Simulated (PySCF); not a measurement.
Compound: C5H7F3Si.
Cartesian coordinates in Å at the PBE0-D3(BJ)/def2-SVP level; atoms count from 1:
```xyz
16
C5H7F3Si angstrom
F      2.8883    0.2030   -1.8866
C      2.9503    0.0644   -0.5860
F      4.1845    0.0436   -0.1626
C      1.8684   -0.0397    0.1943
F      2.0844   -0.1768    1.5190
Si     0.0702    0.0076   -0.3356
C     -1.0890    1.1780    0.5917
C     -2.0799   -0.0158    0.6755
C     -1.1119   -1.2163    0.4858
H      0.0300    0.0806   -1.8242
H     -1.4644    2.1062    0.1393
H     -0.6683    1.4163    1.5822
H     -2.6803   -0.0510    1.5994
H     -2.7901    0.0282   -0.1664
H     -0.6925   -1.5435    1.4514
H     -1.5047   -2.0970   -0.0403
```

Theory: PySCF 2.14.0, PBE0-D3(BJ)/def2-SVP geometry optimisation, gas phase.

Masses are those of the commonest isotopes; rigid-rotor values at the optimised geometry. The values belong to one conformer with, in the numbering `[F:1][C:2]([F:3])=[C:4]([F:5])[SiH:6]1[CH2:7][CH2:8][CH2:9]1`, C2–C4–Si6–C7 -130°, C4–Si6–C7–C8 -133°, Si6–C7–C8–C9 22°, C7–C8–C9–Si6 -22°, C4–Si6–C9–C8 133°.

(1) Give the principal moments of inertia and the rotational constants in cm⁻¹.

(2) Classify the top.

(3) Is it planar, by Δ = Ic − Ia − Ib?

(4) Where do the levels up to J = 2 lie, in K?

(5) Predict some low-J microwave lines.

Answers

(1) Ia = 167.88, Ib = 697.65, Ic = 770.13 u·Å²; 505379 MHz·u·Å²/I gives 3010, 724.4 and 656.2 MHz, that is A = 0.10041, B = 0.02416, C = 0.02189 cm⁻¹.

(2) A near-prolate asymmetric top. Ray's parameter κ = (2B − A − C)/(A − C) = -0.942; −1 is the prolate and +1 the oblate limit.

(3) Not planar: Δ = Ic − Ia − Ib = -95.40 u·Å². For a rigid frame Δ = −2 Σ m c², so Σ m c² = 47.70 u·Å² lies off the ab plane: 13.31 from hydrogen and 34.39 from heavier atoms. The atom farthest from that plane is 2.12 Å away.

(4) Above 0(0,0), as E/k:
J = 1: 1(0,1) 0.066, 1(1,1) 0.176, 1(1,0) 0.179
J = 2: 2(0,2) 0.199, 2(1,2) 0.305, 2(1,1) 0.315, 2(2,1) 0.644, 2(2,0) 0.644
The levels of one J sum to (2J + 1)J(J + 1)(A + B + C)/3.

(5) The dipole components are |μa| = 1.16 D, |μb| = 0.61 D, |μc| = 0.00 D. Intensities carry the squares of the components, which stand as 1.00 : 0.28 : 0.00 (a : b : c). Some lines, for components of 0.1 D or more:

```csv
type,branch,"J(Ka,Kc)",MHz,lower level (cm⁻¹)
b,R,"2(0,2) ← 1(1,1)",474,0.122
b,R,"3(0,3) ← 2(1,2)",1917,0.212
b,Q,"1(1,0) ← 1(0,1)",2354,0.046
a,R,"2(0,2) ← 1(0,1)",2760,0.046
a,R,"3(1,3) ← 2(1,2)",4039,0.212
a,R,"3(2,2) ← 2(2,1)",4142,0.448
a,R,"3(2,1) ← 2(2,0)",4148,0.448
a,R,"4(2,3) ← 3(2,2)",5521,0.586
a,R,"4(3,2) ← 3(3,1)",5525,0.973
a,R,"4(1,3) ← 3(1,2)",5656,0.360
b,Q,"4(2,2) ← 4(1,3)",6644,0.549
b,Q,"3(2,1) ← 3(1,2)",6764,0.360
b,Q,"3(2,2) ← 3(1,3)",7165,0.347
b,Q,"4(2,3) ← 4(1,4)",7304,0.526
b,R,"4(1,4) ← 3(0,3)",7505,0.276
b,R,"2(2,1) ← 1(1,0)",9687,0.125
b,R,"2(2,0) ← 1(1,1)",9757,0.122
b,R,"3(2,2) ← 2(1,1)",11000,0.219
b,Q,"3(3,0) ← 3(2,1)",11593,0.586
b,Q,"4(3,2) ← 4(2,3)",11605,0.770
b,R,"4(2,3) ← 3(1,2)",12278,0.360
b,R,"4(2,2) ← 3(1,3)",12709,0.347
b,R,"3(3,1) ← 2(2,0)",15741,0.448
b,R,"4(3,1) ← 3(2,2)",17126,0.586
b,R,"4(4,1) ← 3(3,0)",21763,0.973
b,R,"4(4,0) ← 3(3,1)",21763,0.973
```

Stationary, but not proved a minimum. These are rigid-rotor constants of the computed structure; measured ground-state constants (B0) also hold zero-point vibration.
